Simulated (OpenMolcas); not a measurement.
**Ni⁵⁺: CASPT2 settings compared**

```json
{"Program": "OpenMolcas 26.06", "Basis": "ANO-RCC-VDZP [5s4p2d1f]", "Scalar Hamiltonian": "DKH3, point nucleus", "Active space": "5 electrons in 5 orbitals (3d)", "State averaging": "2S+1 = 6 even, 1 root; 2S+1 = 4 even, 24 roots; 2S+1 = 2 even, 75 roots (25 in the spin-orbit step)", "Spin-orbit coupling": "state interaction with AMFI integrals over the reference wave functions, term energies averaged over their components"}
```

Methods on the same reference wave functions:
A. CASSCF
B. SS-CASPT2, IPEA 0.4 Eh, no level shift (closed shells correlated: none)
C. SS-CASPT2, IPEA 0.6 Eh, imaginary shift 0.2 Eh (closed shells correlated: 3s 3p)
D. XMS-CASPT2, IPEA 0.6 Eh, sigma2 regulariser 0.25 Eh (closed shells correlated: none)

Energies in cm-1 above 3d5 6S 5/2, the measured ground level; measured values from Corliss and Sugar, J. Phys. Chem. Ref. Data 10, 197 (1981).

```tsv
Level	A	B	C	D	Measured
3d5 6S 5/2	0.0	0.0	0.0	0.0	0.0
3d5 4G 5/2	47358	46920	45340	46860	
3d5 4G 7/2	47437	47000	45430	46950	
3d5 4G 9/2	47504	47070	45510	47020	
3d5 4G 11/2	47530	47100	45530	47040	41921
3d5 4P 5/2	54327	52010	49370	51930	45884
3d5 4P 3/2	54529	52200	49570	52110	46104
3d5 4P 1/2	54821	52450	49840	52360	46325
3d5 4D 7/2	58849	57360	54400	57310	50331
3d5 4D 1/2	59102	57590	54640	57540	
3d5 4D 3/2	59322	57770	54840	57720	
3d5 4D 5/2	59376	57810	54880	57760
```

Deviations, from unrounded energies. A percentage is the sum of absolute deviations over the sum of measured energies, with the sign that they share, or ± where signs differ.

```csv
Against measurement,Levels,A,B,C,D
mean absolute deviation (cm-1),5,7900,6100,3600,6000
other terms of the ground configuration (%),5,+17.1,+13.3,+7.9,+13.1
```

C lies closest to measurement on these levels and A furthest from it. The largest miss of C in the table is 3d5 4D 7/2, by +4100 cm-1. The ranking rests on the paired levels alone, and a cruder setting can come out closer through cancelling errors.

Among B to D the level of the table that moves most is 3d5 4D 7/2, by 3000 cm-1 (lowest in C, highest in B). Moves below CASPT2's spread within the term are not significant.

From A to B the spin-free energies of the other terms of 3d5 shown, above 6S, scale by factors of 0.96 to 0.99.

The lowest spin-free term lies below A's lowest term by 0.041 hartree in B, 0.234 hartree in C, 0.040 hartree in D.

CASPT2 breaks the degeneracy within a term, and the mean is taken; among the terms shown or strongly mixed into the levels shown the widest spread is 260 cm-1 (3d5 4G, D). Some high roots are left out of the spin-orbit mixing, which shifts the levels that they would mix with. The basis is small and was not contracted for so high a charge. Without dynamic correlation excited terms often stand tens of per cent too high (terms of higher spin than the ground term too low), and those without a measured partner can miss by more than the paired ones (holds for A). Measured partners are found by configuration, term and J. A level has none where our copy of the source lacks it or the pairing is in doubt (some pairs that miss far off the trend of their configuration count as doubtful), and it then counts in no deviation. Levels of configurations outside the active space are missing. Levels that lie high or do not pair safely by name in every column are left out.
